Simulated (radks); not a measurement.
Values are calculated unless marked as measured or tabulated.
Sc, configuration [Ar] 3d1 4s2 (the NIST ground configuration).

Code: a radial shooting solver on a logarithmic mesh with Libxc functionals. Model: non-relativistic Kohn-Sham, B86b exchange with PBE correlation, spin-polarised, spherical densities, point nucleus; open shells are filled with parallel spins first.

Energy parts (hartree):
part                       energy
total                  -760.61339
kinetic                 759.88928
electron-nucleus      -1800.42056
Hartree                 318.80991
exchange-correlation    -38.89203

Orbitals (lengths in bohr, moments of r in powers of bohr; <r^-3> diverges for s and p1/2):
orbital  occ.  eigenvalue (hartree)  <r^-3>      <r>
1s down     1             -160.6676       -  0.07359
1s up       1             -160.6674       -  0.07359
2s up       1             -17.26143       -   0.3461
2s down     1             -17.25360       -   0.3460
2p up       3             -14.25256   218.4   0.3086
2p down     3             -14.24656   218.6   0.3085
3s up       1              -2.01264       -    1.082
3s down     1              -1.98368       -    1.081
3p up       3              -1.24745   24.10    1.170
3p down     3              -1.21852   24.11    1.171
4s up       1              -0.15745       -    3.700
4s down     1              -0.14782       -    3.782
3d up       1              -0.13486   1.411    1.817
3d down     0              -0.11012   1.361    1.894
4p up       0              -0.05678   1.128    4.973
4p down     0              -0.05186   1.017    5.138

The highest occupied level is 3d up at -3.670 eV. The electron density at the nucleus is 6193 e/bohr^3. Spin moment in Bohr magnetons: 1. The density falls to 0.001 e/bohr^3 at r = 4.97 bohr. The spin density at the nucleus is -0.0112 e/bohr^3 (1s 0.0032, 2s -0.1620, 3s -0.0196, 4s 0.1672), a Fermi contact field of -0.586 T. For comparison, the ionisation energy in NIST's Atomic Spectra Database is 6.561 eV (measured). In exact Kohn-Sham theory the highest level is minus the ionisation energy, but local and semilocal functionals leave it too shallow, through self-interaction and a potential that decays too fast; potentials with the right tail come closer. Virial ratio -V/T = 2.00095. Summed over all electrons, <r^2> = 50.10 bohr^2, which gives a Langevin (diamagnetic) susceptibility term of -39.7 x 10^-6 cm^3/mol.
